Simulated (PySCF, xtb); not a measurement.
CH₇ClN₂Si, SMILES NC[Si@@H](N)Cl.

GFN2-xTB (xtb 6.7.1) at its own geometry gives an orbital gap of 5.00 eV and a dipole moment of 3.40 D.

The structure is a stationary point at B3LYP-D3(BJ)/def2-SVP. The structure was generated by enumeration; whether it is a known compound was not checked. Other conformers were not sampled.

**Question.** What does PBE/def2-TZVP in PySCF give? (An estimate is asked for; the answer gives what the named calculation found.)

**Answer.** gap 5.03 eV (levels -5.32 and -0.29 eV), dipole 2.12 D.
